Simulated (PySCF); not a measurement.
Geometry (Å), atoms numbered from 1 in this order:
```xyz
9

O     1.9287    0.5371   -0.7392
C     1.2280   -0.4359   -0.5626
Si   -0.3668   -0.1524    0.4745
O    -1.6021   -0.4013   -0.6004
O    -0.1729    1.4087    0.9724
H     1.5189   -1.4190   -1.0198
H    -0.5254   -1.0327    1.6625
H    -2.5058   -0.3425   -0.2768
H     0.5563    1.8217    0.4837
```

Geometry: PBE0-D3(BJ)/def2-SVP; GIAO absolute shieldings from PySCF, gas phase, non-relativistic, averaged over equivalent atoms.

At PBE0/cc-pVDZ (94 basis functions, 6.5 s wall time on 1 thread of an Arm Neoverse V1, shared host):
| atoms | σ (ppm) |
| --- | --- |
| O1 | -496.6 |
| O4/O5 | 291.9 |
| C2 | -38.2 |
| Si3 | 466.4 |
| H6 | 19.74 |
| H7 | 26.65 |
| H8/H9 | 28.75 |

Question: What do these become at PBE0/aug-cc-pVDZ?

Answer: 
| atoms | σ at PBE0/aug-cc-pVDZ | change |
| --- | --- | --- |
| O1 | -471.5 | +25.1 |
| O4/O5 | 286.6 | -5.3 |
| C2 | -42.1 | -3.9 |
| Si3 | 458.7 | -7.7 |
| H6 | 19.31 | -0.43 |
| H7 | 26.15 | -0.50 |
| H8/H9 | 28.80 | +0.05 |

The largest change is at O1 (carbonyl oxygen). Cost: 155 basis functions, 17 s wall time on 1 thread of an Arm Neoverse V1, shared host.
